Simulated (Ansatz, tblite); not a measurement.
Removing and adding an electron: Ga10As10H30, a nanocrystal cut from zinc blende GaAs (hydrogen-capped). Charge 0, multiplicity 1. Geometry: PBE-D4/def2-SVP. Ansatz, gas phase; energy differences of separate SCF runs; the oxidised species was run as a doublet alone; the reduced species was run as a doublet alone.

```xyz
50

Ga    0.1902    2.7503   -1.5762
Ga    3.5149    2.4591    1.4609
Ga   -2.4310    1.6682    1.1797
Ga    0.8807    1.3755    4.2269
Ga    3.7467    0.1549   -2.5412
Ga   -2.2295   -0.3057   -2.2410
Ga    1.3173   -2.9166   -3.2054
Ga    0.8048   -0.7409    0.4756
Ga   -1.9472   -2.1983    3.4506
Ga   -1.7482   -4.1814    0.0168
As    1.7496    3.7194    0.1145
As    1.9330    1.8547   -3.1219
As   -0.8627    0.7936   -0.5090
As    2.0527    0.5578    2.1730
As   -1.0299    2.5771    3.0341
As   -3.3190   -0.3148    2.4076
As    2.2615   -1.4899   -1.3797
As   -0.6268   -1.3816   -3.8229
As   -3.1061   -2.4059   -1.2165
As   -0.4599   -2.6150    1.4821
H    -0.7935    3.7937   -2.2327
H     4.5869    2.0645    0.3813
H     3.7677    3.3562    2.7349
H    -3.5376    2.6591    0.6498
H     1.7652    2.5299    4.8411
H     0.1519    0.2415    5.0353
H     4.6927    0.9505   -1.5701
H     4.1622   -0.4855   -3.9230
H    -3.3265    0.5931   -2.9308
H     2.3103   -2.8277   -4.4293
H     0.6036   -4.2178   -2.6874
H    -1.2221   -1.4982    4.6567
H    -2.9433   -3.4189    3.5499
H    -0.8860   -4.8387   -1.1213
H    -2.7946   -4.9254    0.9353
H     2.4263    4.8654   -0.6355
H     0.8842    4.5997    1.0116
H     2.5964    3.1108   -3.6838
H     1.1923    1.4747   -4.4006
H     3.0440   -0.4733    2.7127
H    -0.6196    3.9779    2.5893
H    -2.0543    3.0293    4.0732
H    -4.2142    0.2976    3.4833
H    -4.4523   -0.8588    1.5427
H     3.2453   -2.4211   -0.6711
H    -0.1890   -0.2757   -4.7787
H    -1.5327   -2.1075   -4.8159
H    -3.8687   -3.0733   -2.3595
H    -4.3387   -1.9894   -0.4194
H     0.6530   -3.4933    2.0541
```

The xTB rows come from tblite. Single mean-field runs in def2-TZVP are fitted with def2-universal-jkfit. HOMO above LUMO, or a gap near zero within one spin, warns that the state may not be the lowest or that an electron is smeared out.

| level | −HOMO (eV) | vertical IE (eV) | −LUMO (eV) | vertical EA (eV) | HOMO–LUMO gap (eV) | IE − EA (eV) | remarks |
| --- | --- | --- | --- | --- | --- | --- | --- |
| GFN1-xTB | 10.66 | 11.96 | 7.03 | 5.69 | 3.63 | 6.27 | – |
| GFN2-xTB | 10.68 | 12.03 | 7.21 | 5.88 | 3.47 | 6.15 | – |
| PBE-D4/def2-TZVP | 6.04 | – | 2.42 | 1.18 | 3.62 | – | HOMO above zero (-1 doublet), gap within one spin near zero (-1 doublet) |
| B97M-V/def2-TZVP | 6.41 | 7.86 | 2.47 | 1.12 | 3.94 | 6.73 | HOMO above zero (-1 doublet), gap within one spin near zero (+1 doublet) |
| PBE0-D4/def2-TZVP | 7.01 | 8.05 | 1.73 | 0.90 | 5.28 | 7.15 | HOMO above zero (-1 doublet) |

Run but left out: PBE-D4/def2-TZVP (charge +1 doublet: an occupied level 0.04 eV above an empty one).   A HOMO above zero means that the electron is unbound at that level or that self-interaction error raises the level; the energy of removing that electron tells which. Raw xTB energy differences between charge states are shifted by several eV; the methods need an empirical correction for them. Sets without diffuse functions give affinities that are too small.
